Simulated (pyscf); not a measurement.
**F–C•(F)–Cl, doublet**

Gas-phase minimum from PySCF at ωB97X-D3(BJ)/def2-SVP, one conformer. 

```xyz
4

F      0.8531     1.5869    -0.6640
C      0.1539     0.6739    -0.0218
F      0.9027     0.0462     0.8617
Cl    -0.7337    -0.3849    -1.0624
```
Charge 0, spin multiplicity 2.

Bond lengths (Å): F1–C2 1.317, C2–F3 1.317, C2–Cl4 1.730. Angles (°): F1–C2–F3 110.8, F1–C2–Cl4 113.8, F3–C2–Cl4 113.8.

Properties at ωB97X-D3(BJ)/def2-SVP:

```json
{
 "harmonic_wavenumbers_unscaled": "374, 435, 605, 798, 1223, 1306 cm⁻¹",
 "zero_point_energy": "6.8 kcal/mol",
 "rotational_symmetry_number": "1",
 "Entropy of this conformer at 298 K and 1 atm, rigid rotor and harmonic oscillator, modes under 100 cm⁻¹ raised to 100": "285.4 J/(mol K)",
 "dipole_moment": "0.27 D",
 "Spin expectation value S2": "0.752"
}
```

Single-point totals, which compare only within one level (frozen core for MP2 and CC):

```tsv
level	total energy (hartree)
ωB97X-D3(BJ)/def2-TZVP	-698.06661
PBE/def2-TZVP	-697.62666
r²SCAN/def2-TZVP	-697.91350
B3LYP-D3(BJ)/def2-TZVP	-698.05746
PBE0-D3(BJ)/def2-TZVP	-697.66037
M06-2X/def2-TZVP	-697.93959
ωB97M-D3(BJ)/def2-TZVP	-698.13104
UHF/def2-TZVPP	-696.30283
MP2/def2-TZVPP	-697.11711
CCSD/def2-TZVPP	-697.13754
CCSD(T)/def2-TZVPP	-697.16766
```

The CCSD(T) − MP2 part came from Ansatz, without density fitting, on the same reference.
